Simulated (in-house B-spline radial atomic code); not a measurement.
## How G0W0 and RPA depend on the start: Pd16+

Configuration [Ar] 3d10 4s2. Computed with an all-electron radial atomic-structure program (B-spline basis): all electrons, non-relativistic, point nucleus, each spin shell either full or empty, empty states to l = 9 with an (l + 1/2)⁻⁴ tail; G0W0 by contour deformation at full frequency.

Without relativity these are model numbers: it shifts the levels of so heavy an element strongly and can reorder them.

| start | mean-field 4s (eV) | G0W0 (eV) | QP weight | RPA correlation (Eh) |
| --- | --- | --- | --- | --- |
| Hartree-Fock | -417.83 | -420.89 | 0.985 | -2.2165 |
| PBE | -409.30 | ? | ? | ? |
| LDA VWN5 | -409.96 | -421.58 | 0.975 | -2.361 |
| r2SCAN0 | -411.80 | ? | ? | ? |

Question: What G0W0 level, weight and RPA correlation energy follow from the r2SCAN0 start?

Answer: G0W0 level -421.27 eV, weight 0.979, RPA correlation -2.3024 hartree.

Question: What G0W0 level, weight and RPA correlation energy follow from the PBE start?

Answer: G0W0 level -421.49 eV, weight 0.975, RPA correlation -2.3585 hartree.

Question: How much of the dependence on the start does G0W0 remove?

Answer: The mean-field levels span 8.54 eV and the G0W0 levels 0.692 eV. Against 427 ± 3 eV (NIST, tabulated theory) the G0W0 removal energies are off by -6.11 to -5.42 eV, with relativity, Breit and QED terms left out.
